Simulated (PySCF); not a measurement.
Au(Cl)(CO) (CAuClO), SMILES [O+]#[C-]->[Au][Cl], multiplicity 1.

Coordinates come from a PBE0-D3(BJ)/def2-SVP optimisation. The multiplicity is an assumed one; other spin states were not compared. The isomer is the one that the SMILES or the coordinates give; other isomers of the formula were not compared. The def2 effective core potentials stand for the cores of Au; spin–orbit coupling is left out.

Method: PBE0-D3(BJ)/def2-SVP (PySCF 2.14.0).

Frequencies are harmonic and unscaled.

Modes within 1.5 cm⁻¹ of each other (mostly degenerate sets) share a row, with their intensities summed.

```csv
mode,ν (cm⁻¹),IR (km/mol),moving atoms (share of kinetic energy)
1–2,82,2.2,"O 40 %, Cl 38 %, Au 21 %"
3,381,31.0,"Cl 85 %, Au 9 %"
4–5,429,10.5,"C 82 %, O 13 %"
6,459,5.8,"O 50 %, C 33 %, Au 16 %"
7,2260,656.7,"C 60 %, O 40 %"
```
